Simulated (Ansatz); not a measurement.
`CC1BOB1`, charge 0, multiplicity 1.

Task: Give a relaxed structure at PBE0-D4/def2-TZVP (the Gaussian-basis code of Ansatz). (Best estimate.)

Result: The calculation gave: 
```xyz
11

C     0.5475   -0.1167   -1.3580
C     0.3502    0.1824    0.1093
B    -0.1618   -0.7937    1.2338
O    -0.8986    0.1258    1.9776
B    -0.8897    0.8666    0.7974
H     1.4006   -0.7796   -1.5240
H     0.7225    0.7943   -1.9359
H    -0.3297   -0.6069   -1.7868
H     1.2173    0.6817    0.5653
H    -0.1923   -1.9711    1.4324
H    -1.7660    1.6172    0.4890
```
Point group Cs.
This is one stationary point; other conformers may exist.
